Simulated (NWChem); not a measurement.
System: CH₄OSi, singlet; SMILES [Si](O)C

Input file for NWChem:

```
start job
memory heap 200 mb stack 900 mb global 1100 mb
geometry units angstroms noautoz
  Si     0.623940     0.153242    -0.001465
  C     -0.425680    -1.443963     0.004225
  H     -0.219475    -2.022465    -0.924466
  H     -1.514682    -1.244599     0.073225
  H     -0.114247    -2.101635     0.845695
  O     -0.662734     1.265674     0.000620
  H     -0.337523     2.186043    -0.007464
end
basis spherical
  * library def2-svpd
end
dft
  xc pbe0
  iterations 150
end
tddft
  cis
  nroots 6
  notriplet
end
task tddft energy
```

Excerpt of the output:

```
             Northwest Computational Chemistry Package (NWChem) 7.3.0
             --------------------------------------------------------

 C1  symmetry detected

                             Geometry "geometry" -> ""
                             -------------------------

 Output coordinates in angstroms (scale by  1.889725989 to convert to a.u.)

  No.       Tag          Charge          X              Y              Z
 ---- ---------------- ---------- -------------- -------------- --------------
    1 Si                  14.0000     0.66918063     0.11712903     0.00065487
    2 C                    6.0000    -0.43454119    -1.44319018     0.00130362
    3 H                    1.0000    -0.24567287    -2.02725391    -0.92759377
    4 H                    1.0000    -1.51626468    -1.20672632     0.06757202
    5 H                    1.0000    -0.14817333    -2.11219640     0.84274218
    6 O                    8.0000    -0.57863732     1.27297922     0.00069321
    7 H                    1.0000    -0.22207222     2.18167751    -0.00525601

 Effective nuclear repulsion energy (a.u.)      98.6080424043

                                 NWChem DFT Module
                                 -----------------

 Summary of "ao basis" -> "ao basis" (spherical)
 ------------------------------------------------------------------------------
       Tag                 Description            Shells   Functions and Types
 ---------------- ------------------------------  ------  ---------------------
 Si                        def2-svpd                10       24   5s3p2d
 C                         def2-svpd                 8       20   4s2p2d
 H                         def2-svpd                 4        8   2s2p
 O                         def2-svpd                 9       23   4s3p2d

[...]

                                NWChem TDDFT Module
                                -------------------

            General Information
            -------------------
           No. of orbitals :     198
            Alpha orbitals :      99
             Beta orbitals :      99
        Alpha frozen cores :       0
         Beta frozen cores :       0
     Alpha frozen virtuals :       0
      Beta frozen virtuals :       0
         Spin multiplicity :       1
    Number of AO functions :      99
        Use of symmetry is : off
      Symmetry adaption is : off
         Schwarz screening :  0.10D-07

              XC Information
              --------------
                  PBE0 Method XC Functional
              Hartree-Fock (Exact) Exchange   0.25
   PerdewBurkeErnzerhof Exchange Functional   0.75
     Perdew 1991 LDA Correlation Functional   1.00 local
    PerdewBurkeErnz. Correlation Functional   1.00 non-local

             TDDFT Information
             -----------------
          Calculation type : Tamm-Dancoff TDDFT
         Wavefunction type : Restricted singlets
          No. of electrons :      32
           Alpha electrons :      16
            Beta electrons :      16
              No. of roots :       6
          Max subspacesize :    5200
            Max iterations :     100
               Target root :       1
           Target symmetry : none
      Symmetry restriction : off
                 Algorithm : Optimal
        Davidson threshold :  0.10D-03

    6 smallest eigenvalue differences (eV)
--------------------------------------------------------
  No. Spin  Occ  Vir  Irrep   E(Occ)    E(Vir)   E(Diff)
--------------------------------------------------------
    1    1   16   17 a        -0.233    -0.063     4.618
    2    1   16   18 a        -0.233     0.005     6.480
    3    1   16   19 a        -0.233     0.030     7.167
    4    1   16   20 a        -0.233     0.061     8.012
    5    1   15   17 a        -0.366    -0.063     8.243
    6    1   14   17 a        -0.371    -0.063     8.380
--------------------------------------------------------

  Entering Davidson iterations
  Restricted singlet excited states

  Iter   NTrls   NConv    DeltaV     DeltaE      Time
  ----  ------  ------  ---------  ---------  ---------
    1      6       0     0.21E+00   0.10+100        6.3
    2     12       0     0.31E-01   0.39E-01        6.4
    3     18       0     0.17E-01   0.28E-02        6.3
    4     24       0     0.24E-01   0.25E-02        6.3
    5     30       2     0.77E-02   0.10E-02        6.3
    6     34       5     0.21E-02   0.91E-04        5.5
    7     35       5     0.48E-03   0.68E-05        4.2
    8     36       5     0.11E-03   0.35E-06        4.2
    9     37       6     0.67E-04   0.23E-07        4.2
  ----  ------  ------  ---------  ---------  ---------
  Convergence criterion met

  Ground state a        -404.810380505664 a.u.

  ----------------------------------------------------------------------------
  Root   1 singlet a              0.130616695 a.u.                3.5543 eV
  ----------------------------------------------------------------------------
     Transition Moments    X -0.00025   Y  0.00084   Z  0.78151
     Dipole Oscillator Strength                    0.0531834560
     Electric Quadrupole                           0.0000001011
     Magnetic Dipole                               0.0000020255
     Total Oscillator Strength                     0.0531855826

[...]
```

Level: PBE0/def2-SVPD, TDA. Low-valent species are run as closed-shell singlets; no triplet was tried in these runs. Coordinates come from a PBE-D3(BJ)/def2-SVP optimisation.
